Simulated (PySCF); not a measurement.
P³⁺: ionisation energy

P³⁺ [Ne] 3s2 → P⁴⁺ [Ne] 3s1 [3s1/2^1, M_J = 1/2], as a difference of total energies. All numbers are calculated (PySCF 2.14, the two-component X2C-1e Hamiltonian, in x2c-TZVPPall-2c (5s6p3d1f, 45 functions)). Correlated levels: [Ne] frozen; the 6 highest virtual spinors dropped. "Screened" scales the spin-orbit matrix elements by Boettger's factors to mimic the two-electron term; Breit and QED terms are absent.

```csv
method,ionisation energy (eV)
GHF (screened spin-orbit),49.842
GMP2 (screened spin-orbit),50.798
```

Problem. How much does correlation contribute at GMP2 (screened spin-orbit)?

Solution. 50.798 − (49.842) = 0.956 eV, measured against GHF (screened spin-orbit).

Errors of the correlated levels include the incompleteness of this basis and the frozen core.

MP2 underrates the near-degeneracy of ns² with np² in the lower species.

For comparison: 51.444 eV (measured; NIST Atomic Spectra Database, ionization energies).
